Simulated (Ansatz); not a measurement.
`O[Si]([SiH3])(Cl)Br` + H₂ → `O[SiH](Cl)Br` + SiH₄ at 500 K and 1 bar (hydrogenolysis of the Si–Si bond).

Calculated with Ansatz (gas phase, PBE0-D4/def2-TZVP geometries, no zero-point term in ΔE). CBS: MP2 limit from def2 TZ/QZ plus the TZ coupled-cluster correction, frozen cores. This one scheme is used for every species. For Br outer-core shells are correlated without core-valence functions, which leaves a few kJ/mol of doubt a bond. Scalar relativity is left out up to krypton. One conformer a species, not always the lowest.

```tsv
species	CCSD(T)/CBS energy (Eh)	H − E (kJ/mol)	S (J/(mol·K))
`O[Si]([SiH3])(Cl)Br`	-3688.98681	165.5	467.1
H₂	-1.17544	41.0	145.5
`O[SiH](Cl)Br`	-3398.70645	105.0	380.5
SiH₄	-291.46306	102.4	230.9
```

H − E and S are ideal-gas, rigid-rotor, harmonic terms from PBE0-D4/def2-TZVP, for one conformer and one mirror image of each species. The MP2-based limit puts H₂ 0.8 mEh under its directly extrapolated value; such offsets cancel only in part. 1 Eh = 2625.50 kJ/mol, R = 8.31446 J/(mol·K).

**Question.** By hand: ΔE, ΔH, ΔS and ΔG.

**Answer.** ΔE = (-3398.70645) + (-291.46306) − (-3688.98681) − (-1.17544) = -0.00726 Eh = -19.1 kJ/mol. Δ(H − E) = 105.0 + 102.4 − 165.5 − 41.0 = 0.9, so ΔH = -18.2 kJ/mol. ΔS = 380.5 + 230.9 − 467.1 − 145.5 = -1.2 J/(mol·K). ΔG = -18.2 − 500 × (-1.2)/1000 = -17.6 kJ/mol.

**Question.** By hand: the equilibrium constant, and the temperature at which ΔG would vanish if ΔH and ΔS stayed fixed.

**Answer.** log₁₀ K = −ΔG/(RT ln 10) = 1.8. ΔG = 0 at ΔH/ΔS = 15167 K, far beyond where these terms or the molecules hold.

The number of gas molecules stays the same, so ΔS is small and ΔH decides. A doubt of 5 kJ/mol in ΔE shifts log₁₀ K by 0.5 here. Other conformers and mirror images would add mixing entropy, several J/(mol·K) or more a flexible species. These are equilibria of isolated gas molecules and say nothing of rates. Largest T1 diagnostic: 0.011 (customary marks: 0.02 for closed shells, 0.045 for open ones).
